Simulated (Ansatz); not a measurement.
Ansatz (a first-principles code) input:

Ansatz 0.2 input:
```yaml
crystal:
  periodic: [false, false, false]
  atoms:
    - {symbol: Al, position_ang: [-0.01475746, 0.11144789, -0.06861845]}
    - {symbol: O, position_ang: [-0.20234860, 1.39431817, -1.03347871]}
    - {symbol: Cl, position_ang: [0.22063215, -1.49676812, 1.13832499]}
basis:
  gaussian:
    orbitals: def2-TZVP
hamiltonian:
  xc: b3lyp
  dispersion: d3bj
total_charge: 1
magnetization: {spin_polarized: true, initial_magnetization: 1}
relax: {f_tol: 0.002, max_steps: 150}
```

Task: Predict the final energy.

Result: -777.63381 Eh (B3LYP-D3(BJ)/def2-TZVP). The basis has 105 functions.
